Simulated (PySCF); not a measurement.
# Computed properties of GeH6OSiTe, SMILES [SiH3]O[Te][GeH3]

GeH6OSiTe, SMILES [Te]([GeH3])O[SiH3]. The structure is a stationary point at B3LYP-D3(BJ)/def2-SVP. The def2 effective core potentials stand for the cores of Te; spin–orbit coupling is left out. Other conformers were not sampled. All values are computed for the isolated molecule unless a solvent is named; none is compared with measurement here.

**Structure.** All 24 harmonic modes at B3LYP-D3(BJ)/def2-SVP (PySCF) are real, so it is a minimum. With heavy atoms numbered as in [Te:1]([GeH3:2])[O:6][SiH3:7], the shortest bond between them is O6–Si7 at 1.674 Å and the longest Te1–Ge2 at 2.591 Å.

**Vibrations.** The strongest infrared lines (harmonic, unscaled, degenerate partners summed) lie at 787 cm⁻¹ (358 km/mol, H 95 %), 904 cm⁻¹ (287 km/mol, O 68 %, Si 24 %), 996 cm⁻¹ (279 km/mol, H 93 %). The softest mode is at 48 cm⁻¹ and the zero-point energy is 32.9 kcal/mol.

**Electronic structure.** PBE0/def2-TZVP (PySCF) places the frontier levels at -6.43 and -2.31 eV, a gap of 4.12 eV, and gives a dipole moment of 1.68 D and a mean polarisability of 100.9 bohr³. PBE/def2-TZVP (PySCF) at the same geometry gives -5.36 and -3.17 eV, so its gap is 1.93 eV narrower. An orbital gap is neither the optical nor the fundamental gap.

**Excitations.** TDA-M06-2X/def2-SVPD (PySCF) has S1 at 2.74 eV (453 nm, f = 0.001, dark); the most intense of the 10 singlets computed lies at 6.29 eV (f = 0.10). T1 (TDA) is at 2.02 eV, 0.72 eV under S1. TDA-PBE/def2-SVPD (PySCF) puts S1 at 2.52 eV.
